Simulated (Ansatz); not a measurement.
A CCSD(T) single point on `[OH][Ge]([OH])([OH])[Cl]`.

```yaml
crystal:
  periodic: [false, false, false]
  atoms:
    - {symbol: O, position_ang: [-0.914256, 1.183361, 0.837536]}
    - {symbol: Ge, position_ang: [0.079989, 0.137944, -0.149861]}
    - {symbol: O, position_ang: [1.550119, -0.008596, 0.784745]}
    - {symbol: O, position_ang: [-0.676606, -1.414878, -0.479483]}
    - {symbol: Cl, position_ang: [0.430838, 0.952002, -2.084889]}
    - {symbol: H, position_ang: [-1.715888, 1.463078, 0.387930]}
    - {symbol: H, position_ang: [2.238410, -0.488512, 0.316787]}
    - {symbol: H, position_ang: [-0.900405, -1.881300, 0.331437]}
basis:
  gaussian: {orbitals: def2-TZVPP}
correlation: {method: ccsd_t}
output: {orbitals: {seedname: orbitals}}
```

```sh
$ ansatz run in.yaml --threads 4 --pin off --events-out ev --progress --plain
```

Log, shortened:

```
Functional definition: HF
1420 factors; integrals over basis functions are off by at most 7.8e-4 eV
mean field evaluation 1: about -75137.6736 eV, gradient 5.7e1 eV
mean field evaluation 2: about -75137.8699 eV, gradient 5.7e1 eV
mean field evaluation 4: about -75143.2412 eV, gradient 3.5e0 eV
mean field evaluation 8: about -75143.2906 eV, gradient 2.8e-1 eV
mean field -75143.29082227 eV, -2761.4650037664 hartree, gradient 1.8e-6 eV, S^2 0.000000; 0 other end points of the search recorded, 0 dependent functions left out
17 core orbitals not correlated: weight in the atoms' cores, before any rotation towards them, 1.000 or more for the frozen orbitals, at most 0.000 for the correlated occupied ones
reference -75143.29082227 eV, -2761.4650037664 hartree; 21, 21 occupied and 187, 187 virtual orbitals, 1420 factors
second order -31.54095318 eV of doubles, -0.00000000 eV of singles
cycle   1  -31.04236391 eV  change    5.0e-1 eV  update   1.2e-1
cycle   2  -31.76438188 eV  change   -7.2e-1 eV  update   3.3e-2
cycle   3  -31.91297647 eV  change   -1.5e-1 eV  update   1.6e-2
cycle   4  -31.89369693 eV  change    1.9e-2 eV  update   3.3e-3
cycle   5  -31.89216295 eV  change    1.5e-3 eV  update   1.5e-3
cycle   6  -31.89320850 eV  change   -1.0e-3 eV  update   4.2e-4
cycle   7  -31.89297533 eV  change    2.3e-4 eV  update   1.6e-4
cycle   8  -31.89291946 eV  change    5.6e-5 eV  update   4.3e-5
cycle   9  -31.89292821 eV  change   -8.7e-6 eV  update   1.6e-5
perturbative correction -1.21204776 eV, -0.0445419336 hartree
Total energy: -75176.39579823 eV, -2762.6815891938 hartree
```

It took 93 s on 4 threads of a server CPU on a shared host, with 3.9 GiB of host memory at the peak.

MP2 recovers 95.3 % of the CCSD(T) correlation energy and the triples give 3.7 %; T1 = 0.0113.
